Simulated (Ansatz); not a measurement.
`C[NH][Ge]([F])([NH]C)[NH]C` + CH₃OH → `C[NH][Ge]([NH]C)([NH]C)[O]C` + H–F  (ligand exchange at a Ge–F bond)

Program: Ansatz. Geometries: PBE0-D4/def2-TZVP. ΔE: electronic, gas phase. CCSD(T)/CBS adds triple-zeta CCSD(T) − MP2 to the extrapolated MP2 energy (def2 sets, frozen cores). This one scheme is used for every species. Functionals use def2-TZVPP. For Ge outer-core shells are correlated without core-valence functions, which leaves a few kJ/mol of doubt a bond. Scalar relativity is left out up to krypton. One conformer a species, not always the lowest.

```
             level  ΔE (kcal/mol)  difference from CCSD(T)/CBS
       LDA (SPW92)            7.9                          1.0
            B97M-V           10.0                          3.1
           PBE0-D4            8.3                          1.4
        r2SCAN0-D4            8.9                          2.0
          PBE-QIDH            8.3                          1.4
             BHLYP           11.7                          4.8
         CAM-B3LYP           11.5                          4.6
           LC-ωPBE           10.8                          3.9
  CCSD(T)/def2-SVP            9.3                          2.4
CCSD(T)/def2-TZVPP            6.8                         -0.1
       CCSD(T)/CBS            6.9                            0
```

Largest T1 diagnostic among the species: 0.011.

Leaving LDA and LC-ωPBE aside and taking each functional with its dispersion term where it has one, the values, not all of them listed here, spread over 2.4 kcal/mol, from revPBE-D4 to B97M-V. LDA lies −3.0 kcal/mol from PBE without D4. The D4 term adds −3.4 kcal/mol with B3LYP and −2.1 kcal/mol with PBE0; it sums over pairs of atoms, weighted by their polarisabilities, and B3LYP, whose exchange is more repulsive, gets the larger term. From BLYP to BHLYP (50 % exact exchange), in def2-TZVPP and without D4, ΔE moves by −1.2 kcal/mol.

CCSD(T)/CBS has its own doubt, a few kJ/mol and more with outer-core shells, so smaller differences from it don't rank the levels.

B3LYP here is the variant with VWN-RPA as its local correlation; programs differ in this.
